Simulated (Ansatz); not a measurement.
The cluster Bi3⁻ was relaxed with r2SCAN-D4 (def2-SVPD) in Ansatz in these states: charge -1 quintet, charge -1 triplet. The geometries follow in no particular order.

In the def2 sets Bi takes a core potential; there is no spin–orbit coupling.

A:

Cartesian coordinates in Å:
```
Bi -0.052 -1.693 0.225
Bi -1.161 0.766 -0.992
Bi 1.214 0.927 0.767
```

B:

```xyz
3

Bi   -1.541   -1.594    0.477
Bi    0.390    2.218   -0.268
Bi    1.151   -0.624   -0.209
```

Task: Judge from the bond lengths which geometry belongs to which state (an estimate).

Result: A is the charge -1 triplet (Bi1–Bi2 2.959 Å, Bi2–Bi3 2.960 Å, Bi1–Bi3 2.960 Å); B is the charge -1 quintet (Bi1–Bi2 4.338 Å, Bi2–Bi3 2.943 Å, Bi1–Bi3 2.943 Å).

At r2SCAN-D4/def2-SVPD the highest occupied level of the charge -1 triplet lies above zero (up to 0.29 eV). It is a level of α spin, whose loss leaves a doublet; that state wasn't run at this geometry and level. The electron is either unbound and held by the finite basis, or the level is raised by self-interaction error. At r2SCAN-D4/def2-SVPD the highest occupied level of the charge -1 quintet lies above zero (up to 0.60 eV). It is a level of α spin, whose loss leaves a quartet; that state wasn't run at this geometry and level. The electron is either unbound and held by the finite basis, or the level is raised by self-interaction error. At PBE0-D4/def2-TZVPD a triplet lies 1.32 eV below the charge -1 quintet. These are the stationary points nearest to one start from a short search; other shapes may lie lower in each state.
